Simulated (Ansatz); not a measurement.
Two isomers of CH7BSSi: A = `CSB[SiH3]`, B = `CB([SiH3])S`.

Program: Ansatz. Geometries: PBE0-D4/def2-TZVP. ΔE: electronic, gas phase. CCSD(T)/CBS adds triple-zeta CCSD(T) − MP2 to the extrapolated MP2 energy (def2 sets, frozen cores). Functionals use def2-TZVPP. B3LYP here is the variant with VWN-RPA as its local correlation; programs differ in this. Each species was taken in one conformer, which may not be the lowest.

Problem. Which is lower in electronic energy at CCSD(T)/CBS, and by how much? (Estimate.)

Solution. Computed: B, by 46.9 kJ/mol.

Problem. Give E(B) − E(A) in kJ/mol with PBE-D4, HF/def2-TZVPP, B3LYP-D4, PBE0-D4, CCSD(T)/def2-SVP, LDA (SPW92), B2PLYP. (Estimate.)

Solution. Computed: PBE-D4 -46.4, HF/def2-TZVPP -46.4, B3LYP-D4 -47.3, PBE0-D4 -48.4, CCSD(T)/def2-SVP -56.4, LDA (SPW92) -50.5, B2PLYP -45.8. None reverses the order clearly.

Problem. Does the order hold for the free energy at 298.15 K (harmonic terms from PBE0-D4)? (An estimate is asked.)

Solution. Ansatz gave: Yes: G(B) − G(A) = -49.9 kJ/mol, for one conformer each. Modes under 60 cm⁻¹, often nearly free rotors, make the harmonic entropy too high.

Largest T1 diagnostic: 0.015.

Leaving LDA and LC-ωPBE aside and taking each functional with its dispersion term where it has one, the values, not all of them listed here, spread over 6.7 kJ/mol, from B97M-V to BLYP-D4. LDA lies −5.6 kJ/mol from PBE without D4. At CCSD(T), def2-SVP lies −9.5 kJ/mol from the extrapolated value and def2-TZVPP −1.0 kJ/mol.
